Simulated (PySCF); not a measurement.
PySCF input file for C₂H₉FSi₂, SMILES C[Si@@H](F)C[SiH3], TDA-PBE0/def2-SVPD. Geometry optimised at TPSSh-D3(BJ)/def2-SVP. The structure was generated by enumeration; whether it is a known compound was not checked. Other conformers were not sampled.

```python
import numpy as np
from pyscf import gto, scf, dft, tdscf

mol = gto.M(
    atom='''
    C    -2.29661282   -0.83122285    0.92248520
    Si   -0.83192320   -0.50933991   -0.19327886
    F    -1.09094574    0.91120644   -0.97506837
    C     0.78139799   -0.34578001    0.74496399
    Si    2.12910622    0.62850368   -0.15892200
    H    -2.17029783   -1.78457211    1.46270166
    H    -3.23413748   -0.88870691    0.34626851
    H    -2.40211039   -0.02805778    1.67015220
    H    -0.70940806   -1.55423677   -1.24350289
    H     0.59847556    0.13895784    1.72113690
    H     1.16360190   -1.36102843    0.95939446
    H     3.43328021    0.48430442    0.54832778
    H     1.77937336    2.07224180   -0.21534979
    H     2.29046121    0.11396439   -1.54739667
    ''',
    basis='def2-SVPD',
    charge=0,
    spin=0,
    max_memory=1600,
    verbose=4,
)
mf = dft.RKS(mol, xc='pbe0').density_fit(auxbasis='def2-universal-jkfit')
mf.grids.level = 3
mf.conv_tol = 1e-9
mf.max_cycle = 100
mf.kernel()
mf.grids = dft.Grids(mol).set(level=1).build(with_non0tab=True)  # coarser grid for the response kernel
td = tdscf.TDA(mf)
td.singlet = True
td.nstates = 10
td.conv_tol = 1e-4
td.positive_eig_threshold = 1e-6
td.kernel(x0=td.get_init_guess(mf, 15))
td.analyze()
tt = tdscf.TDA(mf)
tt.singlet = False
tt.nstates = 4
tt.conv_tol = 1e-4
tt.positive_eig_threshold = 1e-6
tt.kernel(x0=tt.get_init_guess(mf, 9))
tt.analyze(verbose=3)
```

It prints:

```
PySCF version 2.14.0

[INPUT] verbose = 4
[INPUT] num. atoms = 14
[INPUT] num. electrons = 58
[INPUT] charge = 0
[INPUT] spin (= nelec alpha-beta = 2S) = 0
[INPUT] symmetry False subgroup None
[INPUT] Mole.unit = angstrom
[INPUT] Symbol           X                Y                Z      unit          X                Y                Z       unit  Magmom
[INPUT]  1 C     -2.296612820000  -0.831222850000   0.922485200000 AA   -4.339969243965  -1.570783534980   1.743244381965 Bohr   0.0
[INPUT]  2 Si    -0.831923200000  -0.509339910000  -0.193278860000 AA   -1.572107004672  -0.962512934211  -0.365244111068 Bohr   0.0
[INPUT]  3 F     -1.090945740000   0.911206440000  -0.975068370000 AA   -2.061588665361   1.721930614540  -1.842612172026 Bohr   0.0
[INPUT]  4 C      0.781397990000  -0.345780010000   0.744963990000 AA    1.476628195386  -0.653429518249   1.407777913763 Bohr   0.0
[INPUT]  5 Si     2.129106220000   0.628503680000  -0.158922000000 AA    4.023427645908   1.187699823481  -0.300319055168 Bohr   0.0
[INPUT]  6 H     -2.170297830000  -1.784572110000   1.462701660000 AA   -4.101268507438  -3.372352537437   2.764105539347 Bohr   0.0
[INPUT]  7 H     -3.234137480000  -0.888706910000   0.346268510000 AA   -6.111634086391  -1.679412664908   0.654352649461 Bohr   0.0
[INPUT]  8 H     -2.402110390000  -0.028057780000   1.670152200000 AA   -4.539330758072  -0.053021519863   3.156130244340 Bohr   0.0
[INPUT]  9 H     -0.709408060000  -1.554236770000  -1.243502890000 AA   -1.340586943959  -2.937081828029  -2.349879897205 Bohr   0.0
[INPUT] 10 H      0.598475560000   0.138957840000   1.721136900000 AA    1.130954900646   0.262592260461   3.252477363883 Bohr   0.0
[INPUT] 11 H      1.163601900000  -1.361028430000   0.959394460000 AA    2.198888909024  -2.571970980447   1.812992774825 Bohr   0.0
[INPUT] 12 H      3.433280210000   0.484304420000   0.548327780000 AA    6.487959305789   0.915202714716   1.036189330691 Bohr   0.0
[INPUT] 13 H      1.779373360000   2.072241800000  -0.215349790000 AA    3.362528323747   3.915969465876  -0.406952124083 Bohr   0.0
[INPUT] 14 H      2.290461210000   0.113964390000  -1.547396670000 AA    4.328344385840   0.215361485053  -2.924155912364 Bohr   0.0

nuclear repulsion = 297.664236441006
number of shells = 81
number of NR pGTOs = 267
number of NR cGTOs = 183
basis = def2-SVPD
ecp = {}


[settings echo left out]
init E= -759.698755162813
  HOMO = -0.346110635031297  LUMO = -0.028454440028554  gap/eV = 8.64387
cycle= 1 E= -759.716750810461  delta_E= -0.018  |g|= 0.587  |ddm|= 4.15
  HOMO = -0.264321670369879  LUMO = 0.0209290160771647  gap/eV = 7.76207
cycle= 2 E= -759.662128094419  delta_E= 0.0546  |g|= 0.824  |ddm|= 1.34
  HOMO = -0.314313439846367  LUMO = 0.013372971146139  gap/eV = 8.91680
cycle= 3 E= -759.786549201593  delta_E= -0.124  |g|= 0.0882  |ddm|= 0.734
  HOMO = -0.320491961613951  LUMO = 0.0125548489702814  gap/eV = 9.06267
cycle= 4 E= -759.787945720122  delta_E= -0.0014  |g|= 0.0269  |ddm|= 0.114
  HOMO = -0.317674571194081  LUMO = 0.013333078585315  gap/eV = 9.00718
cycle= 5 E= -759.788121710104  delta_E= -0.000176  |g|= 0.00482  |ddm|= 0.038
  HOMO = -0.31851508896592  LUMO = 0.0130533194765032  gap/eV = 9.02244
cycle= 6 E= -759.788128496165  delta_E= -6.79e-06  |g|= 0.00154  |ddm|= 0.00987
  HOMO = -0.318429251851194  LUMO = 0.0130866310973872  gap/eV = 9.02101
cycle= 7 E= -759.788129131345  delta_E= -6.35e-07  |g|= 0.000308  |ddm|= 0.00201
  HOMO = -0.318413641915254  LUMO = 0.0130953699492666  gap/eV = 9.02082
cycle= 8 E= -759.788129156289  delta_E= -2.49e-08  |g|= 6.93e-05  |ddm|= 0.000536
  HOMO = -0.318414668277362  LUMO = 0.0130958119085069  gap/eV = 9.02086
cycle= 9 E= -759.788129157692  delta_E= -1.4e-09  |g|= 1.32e-05  |ddm|= 0.000157
  HOMO = -0.318415611814963  LUMO = 0.0130951814697613  gap/eV = 9.02087
cycle= 10 E= -759.788129157747  delta_E= -5.48e-11  |g|= 2.66e-06  |ddm|= 2.93e-05
  HOMO = -0.31841559852516  LUMO = 0.0130952596078666  gap/eV = 9.02087
Extra cycle  E= -759.788129157746  delta_E= 6.82e-13  |g|= 2.54e-06  |ddm|= 8.5e-06
converged SCF energy = -759.788129157746
tot grids = 50736
Overwritten attributes  positive_eig_threshold  of <class 'pyscf.tdscf.rks.TDA'>


******** <class 'pyscf.tdscf.rks.TDA'> for <class 'pyscf.df.df_jk.DFRKS'> ********
nstates = 10 singlet
deg_eia_thresh = 1.000e-03
wfnsym = None
conv_tol = 0.0001
eigh lindep = 1e-12
eigh level_shift = 0
eigh max_cycle = 100


Excitation energies (eV)
[7.86569051 7.95087709 8.2222155  8.31161312 8.40701669 8.56758907
 8.64043179 8.70965154 8.76674486 8.81269136]

** Singlet excitation energies and oscillator strengths **
Excited State   1:      7.86569 eV    157.63 nm  f=0.0142
      29 -> 30       -0.68751
      29 -> 31       -0.11512
Excited State   2:      7.95088 eV    155.94 nm  f=0.1632
      29 -> 30        0.11430
      29 -> 31       -0.66430
      29 -> 32        0.11038
Excited State   3:      8.22222 eV    150.79 nm  f=0.0112
      28 -> 30        0.31830
      28 -> 31        0.57190
      28 -> 32       -0.12796
      28 -> 33       -0.11412
Excited State   4:      8.31161 eV    149.17 nm  f=0.0453
      26 -> 30        0.12028
      28 -> 30        0.44540
      28 -> 31       -0.29796
      29 -> 32        0.40326
Excited State   5:      8.40702 eV    147.48 nm  f=0.0062
      28 -> 30       -0.40103
      28 -> 31        0.11795
      29 -> 32        0.53665
Excited State   6:      8.56759 eV    144.71 nm  f=0.0129
      26 -> 30       -0.13065
      27 -> 30        0.63077
      27 -> 32        0.18169
Excited State   7:      8.64043 eV    143.49 nm  f=0.0212
      26 -> 30       -0.50271
      28 -> 30        0.12434
      28 -> 31       -0.13020
      28 -> 32       -0.33695
      29 -> 33        0.22624
      29 -> 34        0.11798
Excited State   8:      8.70965 eV    142.35 nm  f=0.0171
      26 -> 30        0.13138
      27 -> 31        0.22364
      28 -> 32        0.23330
      29 -> 33        0.54555
      29 -> 34        0.17353
Excited State   9:      8.76674 eV    141.43 nm  f=0.0445
      26 -> 30        0.29739
      26 -> 32        0.13946
      27 -> 31        0.10781
      28 -> 32       -0.39187
      29 -> 34        0.41028
Excited State  10:      8.81269 eV    140.69 nm  f=0.0286
      26 -> 31        0.33776
      27 -> 30        0.13224
      27 -> 31        0.49163
      28 -> 32       -0.14208
      29 -> 33       -0.12901
      29 -> 34       -0.21677

** Transition electric dipole moments (AU) **
state          X           Y           Z        Dip. S.      Osc.
  1         0.1956      0.1214     -0.1445      0.0739      0.0142
  2        -0.8795     -0.2481      0.0523      0.8378      0.1632
  3         0.1148      0.0010      0.2065      0.0558      0.0112
  4         0.3155      0.2078     -0.2826      0.2226      0.0453
  5         0.1252     -0.1196      0.0164      0.0302      0.0062
  6         0.1460     -0.1726     -0.1026      0.0617      0.0129
  7         0.2411      0.0500     -0.1983      0.1000      0.0212
  8         0.2446      0.0368      0.1378      0.0802      0.0171
  9         0.4258      0.0874     -0.1359      0.2074      0.0445
 10         0.0320     -0.3201      0.1707      0.1326      0.0286

** Transition velocity dipole moments (imaginary part, AU) **
state          X           Y           Z        Dip. S.      Osc.
  1         0.0690      0.0302     -0.0293      0.0065      0.0151
  2        -0.2066     -0.0518      0.0184      0.0457      0.1043
  3         0.0382     -0.0107      0.0423      0.0034      0.0074
  4         0.1005      0.0648     -0.0727      0.0196      0.0428
  5         0.0480     -0.0191      0.0177      0.0030      0.0064
  6         0.0332     -0.0355     -0.0258      0.0030      0.0064
  7         0.0874      0.0131     -0.0555      0.0109      0.0229
  8         0.0869      0.0001      0.0582      0.0109      0.0228
  9         0.1273      0.0212     -0.0462      0.0188      0.0389
 10         0.0031     -0.0833      0.0583      0.0104      0.0213

** Transition magnetic dipole moments (imaginary part, AU) **
state          X           Y           Z
  1         0.1790     -0.7072     -0.1052
  2        -0.4034      0.8887      0.9169
  3         1.0539      0.3428      0.2014
  4        -0.7880      0.3156      0.1697
  5         0.1899      0.3133      0.0518
  6         0.8703     -0.1067      1.2210
  7         0.3563     -0.3879      0.3417
  8        -0.4300     -0.2169      0.5514
  9        -0.5220      0.5331     -0.1357
 10        -0.5872      0.6100      0.5506


******** <class 'pyscf.tdscf.rks.TDA'> for <class 'pyscf.df.df_jk.DFRKS'> ********
nstates = 4 triplet
deg_eia_thresh = 1.000e-03
wfnsym = None
conv_tol = 0.0001
eigh lindep = 1e-12
eigh level_shift = 0
eigh max_cycle = 100


Excitation energies (eV)
[7.49485884 7.5462091  7.74546436 7.94843503]

** Triplet excitation energies and oscillator strengths **
Excited State   1:      7.49486 eV    165.43 nm  f=0.0000
Excited State   2:      7.54621 eV    164.30 nm  f=0.0000
Excited State   3:      7.74546 eV    160.07 nm  f=0.0000
Excited State   4:      7.94844 eV    155.99 nm  f=0.0000
```

The run converged.

Cost: about 3 core-minutes (a rough figure).
